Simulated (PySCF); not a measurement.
Geometry:
```json
{"atom": "C1", "x (Å)": "-2.445", "y (Å)": "0.134", "z (Å)": "-0.106"}
{"atom": "C2", "x (Å)": "-1.215", "y (Å)": "-0.724", "z (Å)": "-0.352"}
{"atom": "F3", "x (Å)": "-1.077", "y (Å)": "-0.900", "z (Å)": "-1.725"}
{"atom": "C4", "x (Å)": "0.052", "y (Å)": "-0.097", "z (Å)": "0.195"}
{"atom": "C5", "x (Å)": "1.339", "y (Å)": "-0.922", "z (Å)": "-0.023"}
{"atom": "C6", "x (Å)": "2.291", "y (Å)": "0.193", "z (Å)": "-0.500"}
{"atom": "Si7", "x (Å)": "0.823", "y (Å)": "1.390", "z (Å)": "-0.750"}
{"atom": "H8", "x (Å)": "-2.640", "y (Å)": "0.205", "z (Å)": "0.960"}
{"atom": "H9", "x (Å)": "-2.280", "y (Å)": "1.132", "z (Å)": "-0.508"}
{"atom": "H10", "x (Å)": "-3.312", "y (Å)": "-0.304", "z (Å)": "-0.596"}
{"atom": "H11", "x (Å)": "-1.361", "y (Å)": "-1.738", "z (Å)": "0.050"}
{"atom": "H12", "x (Å)": "-0.112", "y (Å)": "0.099", "z (Å)": "1.256"}
{"atom": "H13", "x (Å)": "1.184", "y (Å)": "-1.657", "z (Å)": "-0.811"}
{"atom": "H14", "x (Å)": "1.683", "y (Å)": "-1.445", "z (Å)": "0.869"}
{"atom": "H15", "x (Å)": "2.985", "y (Å)": "0.497", "z (Å)": "0.282"}
{"atom": "H16", "x (Å)": "2.883", "y (Å)": "-0.079", "z (Å)": "-1.370"}
{"atom": "H17", "x (Å)": "0.366", "y (Å)": "1.561", "z (Å)": "-2.125"}
{"atom": "H18", "x (Å)": "0.826", "y (Å)": "2.662", "z (Å)": "-0.023"}
```

- GFN2-xTB structure
- NMR shieldings at PBE0/pcSseg-1/GIAO
- code: PySCF 2.14.0 with density-fitted response routines
- in vacuum, one averaged value for each set of equivalent atoms, no relativistic terms, one conformer

Question: List the cross peaks expected in HSQC, COSY and HMBC spectra.

Answer: 

HSQC (one-bond C–H):
```
              δH         δC
      4.76 (H11)  93.4 (C2)
      2.55 (H13)  25.7 (C5)
      2.39 (H14)  25.7 (C5)
      1.94 (H12)  38.5 (C4)
      1.42 (H15)   5.7 (C6)
      1.24 (H16)   5.7 (C6)
1.16 (H8/H9/H10)  23.9 (C1)
```

COSY cross peaks (H two or three bonds apart, from the bond graph; peaks can be absent where the dihedral angle is near 90°):
```
        δH                δH
4.90 (H17)        4.77 (H18)
4.90 (H17)        1.94 (H12)
4.90 (H17)        1.42 (H15)
4.90 (H17)        1.24 (H16)
4.77 (H18)        1.94 (H12)
4.77 (H18)        1.42 (H15)
4.77 (H18)        1.24 (H16)
4.76 (H11)        1.94 (H12)
4.76 (H11)  1.16 (H8/H9/H10)
2.55 (H13)        2.39 (H14)
2.55 (H13)        1.94 (H12)
2.55 (H13)        1.42 (H15)
2.55 (H13)        1.24 (H16)
2.39 (H14)        1.94 (H12)
2.39 (H14)        1.42 (H15)
2.39 (H14)        1.24 (H16)
1.42 (H15)        1.24 (H16)
```

HMBC (two and three bonds, from the bond graph):
```
              δH                                         δC
      4.90 (H17)  93.4 (C2), 38.5 (C4), 25.7 (C5), 5.7 (C6)
      4.77 (H18)  93.4 (C2), 38.5 (C4), 25.7 (C5), 5.7 (C6)
      4.76 (H11)            38.5 (C4), 25.7 (C5), 23.9 (C1)
      2.55 (H13)             93.4 (C2), 38.5 (C4), 5.7 (C6)
      2.39 (H14)             93.4 (C2), 38.5 (C4), 5.7 (C6)
      1.94 (H12)  93.4 (C2), 25.7 (C5), 23.9 (C1), 5.7 (C6)
      1.42 (H15)                       38.5 (C4), 25.7 (C5)
      1.24 (H16)                       38.5 (C4), 25.7 (C5)
1.16 (H8/H9/H10)                       93.4 (C2), 38.5 (C4)
```

Referencing at the same level of theory: TMS for 1H and 13C.

Short H···H contacts in this conformer between protons four or more bonds apart (candidates for NOE cross peaks, intensity ∝ r⁻⁶): H8···H12 2.55 Å, H11···H13 2.69 Å.

Shifts are as computed. Against solution values, carbons near 30 ppm lie about +3 ppm off and those near 130 ppm about +5 ppm. Of 1309 compounds with measured shifts, 239 miss one by over three times the rms of a fit or turn the order of signals round; such compounds aren't used in these exercises.
